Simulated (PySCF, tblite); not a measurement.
Isomers of C4H14O2Si3. Calculated harmonic vibrations of the isolated species, GFN2-xTB (tblite), most abundant isotopes, no scaling. This tight-binding method is rough: wavenumbers can miss measured ones by several per cent, in bad cases by 10 to 20. Modes of hydrogen on silicon can be 10 to 20 % off. One conformer each.

Electronic energies: PBE0/pcSseg-1 single points on the GFN2-xTB geometries (PySCF, gas phase).

```csv
SMILES,"electronic energy, lowest = 0 (kJ/mol)"
[SiH3]COC1(O[SiH3])C[SiH2]C1,115.9
COC[Si]([SiH3])([SiH3])C(C)=O,154.2
CCO[SiH2]O/C([SiH3])=C\[SiH3],23.9
O=C(O)[C@@H]([SiH3])C[SiH2]C[SiH3],0.0
```

Q: How do GFN2-xTB zero-point energies change the relative energies?

A: 
```
                            SMILES  ZPE (kJ/mol)  of it from modes above 1550 cm⁻¹  electronic (kJ/mol)  with ZPE, lowest = 0 (kJ/mol)  lowest mode (cm⁻¹)  rings
O=C(O)[C@@H]([SiH3])C[SiH2]C[SiH3]         418.3                             228.1                  0.0                            0.0                  22      0
     CCO[SiH2]O/C([SiH3])=C\[SiH3]         420.6                             225.0                 23.9                           26.2                  3i      0
      [SiH3]COC1(O[SiH3])C[SiH2]C1         421.0                             215.4                115.9                          118.6                  33      1
     COC[Si]([SiH3])([SiH3])C(C)=O         424.4                             231.5                154.2                          160.3                  19      0
```

The zero-point energies span 6.1 kJ/mol, from `O=C(O)[C@@H]([SiH3])C[SiH2]C[SiH3]` to `COC[Si]([SiH3])([SiH3])C(C)=O`. Slightly imaginary modes are left out of the zero-point energy: `CCO[SiH2]O/C([SiH3])=C\[SiH3]` 2.5i cm⁻¹. The order is unchanged.

Q: And how do the electronic energies of GFN2-xTB itself compare?

A: `O=C(O)[C@@H]([SiH3])C[SiH2]C[SiH3]` 209.6; `CCO[SiH2]O/C([SiH3])=C\[SiH3]` 0.0; `[SiH3]COC1(O[SiH3])C[SiH2]C1` 102.7; `COC[Si]([SiH3])([SiH3])C(C)=O` 384.3 kJ/mol, lowest = 0. Against the energies above, taken from the same isomer `O=C(O)[C@@H]([SiH3])C[SiH2]C[SiH3]`, the largest difference is 233.5 kJ/mol.
